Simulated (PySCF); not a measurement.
C₅H₄F₈O.
Numbering: `[F:1][CH:2]([F:3])[C:4]([F:5])([F:6])[CH2:7][O:8][C:9]([F:10])([F:11])[CH:12]([F:13])[F:14]` (hydrogens: H15 on C2; H16, H17 on C7; H18 on C12)

Structure used (PBE0-D3(BJ)/def2-SVP), in Å, numbered top down from 1:
```xyz
18
C5H4F8O angstrom
F     -2.2360    1.1842   -1.3896
C     -2.4080    0.7229   -0.1370
F     -1.7926    1.5438    0.7197
C     -1.8223   -0.6903   -0.0539
F     -1.9064   -1.0966    1.2260
F     -2.6195   -1.4864   -0.8012
C     -0.4138   -0.8597   -0.5739
O      0.4416   -0.0483    0.1975
C      1.7615   -0.1978   -0.0200
F      2.1746   -1.4373    0.3196
F      2.0698   -0.0380   -1.3192
C      2.5062    0.8245    0.8405
F      2.1724    2.0570    0.4417
F      3.8242    0.6517    0.6766
H     -3.4874    0.6847    0.0942
H     -0.1526   -1.9254   -0.4758
H     -0.3882   -0.5708   -1.6350
H      2.2386    0.6894    1.9022
```

The closed-shell ground state was solved at several levels (PySCF, density fitting, gas phase, non-relativistic).

| level | basis functions | total energy (Eh) | HOMO (eV) | LUMO (eV) | gap (eV) | dipole (D) |
| --- | --- | --- | --- | --- | --- | --- |
| wB97X-D/def2-SVPD | 339 | -1065.8525 | -11.90 | 2.11 | 14.01 | 1.99 |
| PBE0/pcSseg-1 | 258 | -1065.7696 | -9.83 | 1.24 | 11.07 | 2.01 |

(1) What might B3LYP/pcJ-1 (418 basis functions) give for the same quantities?

(2) Over all these levels, which gives the widest orbital gap and which the narrowest?

(3) How far do the dipole and the HOMO energy spread over the levels?

Answers

(1) Total energy -1066.9023 Eh, HOMO -9.56 eV, LUMO 0.97 eV, gap 10.53 eV, dipole 2.01 D.

(2) wB97X-D/def2-SVPD (range-separated hybrid) has the widest, 14.01 eV, and B3LYP/pcJ-1 (global hybrid, 20 % exact exchange) the narrowest, 10.53 eV. Functional and basis both differ between the two, so the spread mixes both effects.

(3) The dipole runs from 1.99 to 2.01 D (mean 2.00 D) and the HOMO from -11.90 to -9.56 eV.

One conformer stands for the species.

wB97X-D is run here without its empirical dispersion term; that term would change no orbital, density or response property at a fixed geometry.
